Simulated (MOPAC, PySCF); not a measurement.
C9H10O, SMILES `C=C(OC)c1ccccc1` (C–C–O–C torsion 2°, O–C–C–C torsion 19°), neutral singlet in the gas phase. 

Cartesian coordinates (Å):
```xyz
20

C      1.8524    -0.6305    -1.1457
C      1.1035    -0.2092    -0.1070
O      1.6036     0.1288     1.1111
C      2.9965     0.0847     1.3057
C     -0.3705    -0.0331    -0.1519
C     -1.0084     0.7898     0.7922
C     -2.3907     0.9807     0.7521
C     -3.1621     0.3487    -0.2260
C     -2.5387    -0.4818    -1.1630
C     -1.1586    -0.6744    -1.1238
H      2.9315    -0.7595    -1.0802
H      1.3842    -0.8431    -2.1048
H      3.1832     0.4215     2.3341
H      3.3909    -0.9402     1.1834
H      3.5252     0.7509     0.6002
H     -0.4057     1.2805     1.5561
H     -2.8682     1.6277     1.4921
H     -4.2442     0.4971    -0.2561
H     -3.1339    -0.9923    -1.9240
H     -0.6900    -1.3462    -1.8447
```
Charge 0, multiplicity 1.

All levels are single points at this geometry (B3LYP-D3(BJ)/def2-SVP); Pople sets use spherical d functions. Orbital energies aren't observables, and empty levels follow the basis.

| level | HOMO (eV) | LUMO (eV) | gap (eV) | dipole (D) | vertical IE, Delta-SCF (eV) |
|---|---|---|---|---|---|
| B3LYP-D3(BJ)/def2-TZVP in PySCF | -6.12 | -1.03 | 5.09 | 0.83 | 7.95 |
| PBE-D3(BJ)/def2-TZVP in PySCF | -5.30 | -1.70 | 3.61 | 0.86 | 7.82 |
| B3LYP/3-21G in PySCF | -5.80 | -0.50 | 5.30 | 1.08 | – |
| B3LYP/6-311+G** in PySCF | -6.15 | -1.09 | 5.06 | 0.90 | – |
| B3LYP/6-31G* in PySCF | -5.77 | -0.55 | 5.22 | 0.86 | 7.69 |
| BP86/6-31G* in PySCF | -5.04 | -1.35 | 3.69 | 0.91 | – |
| M06-2X/6-31G* in PySCF | -7.18 | 0.35 | 7.53 | 0.84 | – |
| SVWN5/6-31G* in PySCF | -5.10 | -1.45 | 3.66 | 0.96 | 7.79 |
| HF/3-21G in PySCF | -8.26 | 3.12 | 11.38 | 1.02 | – |
| HF/STO-3G in PySCF | -6.42 | 6.25 | 12.67 | 0.60 | – |
| AM1 in MOPAC | -8.90 | 0.06 | 8.95 | 0.59 | – |
| PM3 in MOPAC | -8.99 | -0.10 | 8.89 | 0.51 | – |
| PM6 in MOPAC | -8.96 | -0.12 | 8.84 | 0.63 | – |
